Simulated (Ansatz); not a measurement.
Worked example: GaH2Br + InH2(NH2) → GaH2(NH2) + InH2Br

Species: GaH2Br `[GaH2][Br]`, singlet; InH2(NH2), singlet; GaH2(NH2), singlet; InH2Br `[Br][InH2]`, singlet. The partners trade Br for NH2: Ga–Br and In–NH2 bonds give way to Ga–NH2 and In–Br.

Shapes, held fixed at every level: PBE0-D4/def2-TZVP. Programs: Ansatz 0.2.0. The zero-point and thermal change to 298 K, harmonic and unscaled (PBE0-D4/def2-TZVP), is +1.5 kJ/mol.

At CCSD(T)/def2-TZVPP; 1 Eh = 2625.50 kJ/mol:

| species | energy (Eh) |
| --- | --- |
| GaH2Br | -4497.410693 |
| InH2(NH2) | -246.543445 |
| GaH2(NH2) | -1980.546097 |
| InH2Br | -2763.423382 |

**Question.** Work out ΔH(298 K) of the reaction at this level.

**Answer.** 
1. Products less reactants: (-1980.546097) + (-2763.423382) − [(-4497.410693) + (-246.543445)] = -0.015341 Eh = -40.3 kJ/mol.
2. With the thermal change: -40.3 + (+1.5) = -38.8 kJ/mol.

Other levels give -48.7 (MP2/def2-SVP) to -38.8 kJ/mol (MP2/def2-TZVPP). No measured value is set beside it here. For atoms past krypton def2 sets carry core potentials with scalar relativity. Relativity is left out for Br, Ga unless named. Correlated rows may include outer-core shells of Br, Ga, In, which these sets cover unevenly.
